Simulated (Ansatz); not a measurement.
Frontier orbitals of ClH$_{9}$O$_{12}$Si$_{3}$Sn (`O[Si](O)(O)[O][Sn]([Cl])([O][Si](O)(O)O)[O][Si](O)(O)O`).

Charge 0, multiplicity 1. Correlated methods include outer-core shells of Sn, which these sets cover unevenly. Sn takes the def2 core potential. All single points use the PBE0-D4/def2-TZVP geometry. It is one conformer, not always the lowest. Basis def2-TZVPP, Ansatz 0.2.0.

| functional | HOMO (eV) | LUMO (eV) | gap (eV) |
| --- | --- | --- | --- |
| LDA (SPW92) | -7.49 | -3.59 | 3.90 |
| PBE | -7.27 | -3.21 | 4.06 |
| BLYP | -7.18 | -3.15 | 4.03 |
| r2SCAN | -7.69 | -3.00 | 4.69 |
| PBE0 | -9.05 | -2.26 | 6.79 |
| B3LYP | -8.76 | -2.58 | 6.18 |
| r2SCANh | -8.35 | -2.66 | 5.69 |
| CAM-B3LYP | -10.57 | -1.26 | 9.31 |
| LC-ωPBE | -11.95 | 0.07 | 12.02 |
| ωB97X-V | -11.59 | -0.10 | 11.49 |
| ωB97M-V | -11.52 | -0.25 | 11.27 |

Against PBE, PBE0 changes HOMO and LUMO by −1.78 and +0.95 eV, ωB97M-V by −4.25 and +2.96 eV. A gap of 4.06 eV thus becomes 11.27 eV for the same molecule, so an orbital gap means little without its functional.

B3LYP here is the variant with VWN-RPA as its local correlation; programs differ in this. LC-ωPBE has ω = 0.4 bohr⁻¹.
